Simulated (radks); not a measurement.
Question: The iodine ion I+, 52 electrons, occupied as [Kr] 4d10 5s2 5p4. All-electron calculation, scalar-relativistic Kohn-Sham, Slater X-alpha with alpha = 0.924, spin-unpolarised, spherical densities, point nucleus. Program: a radial shooting solver on a logarithmic mesh with Libxc functionals. Some entries of the table are withheld. Estimate them.

| orbital | occ. | eigenvalue (Ry) | <1/r> (bohr^-1) |
|---|---|---|---|
| 1s | 2 | -2436.091 | 56.89 |
| 2s | 2 | -379.2354 | 13.06 |
| 2p | 6 | (1) | 12.50 |
| 3s | 2 | -77.85040 | 4.695 |
| 3p | 6 | -65.46880 | 4.469 |
| 3d | 10 | (2) | 4.236 |
| 4s | 2 | -14.55035 | 1.907 |
| 4p | 6 | -10.62774 | 1.750 |
| 4d | 10 | -4.86368 | 1.473 |
| 5s | 2 | -2.11668 | 0.7005 |
| 5p | 4 | -1.26936 | 0.5799 |

Answer: 
(1) 2p eigenvalue (Ry): -341.2679
(2) 3d eigenvalue (Ry): -46.85177
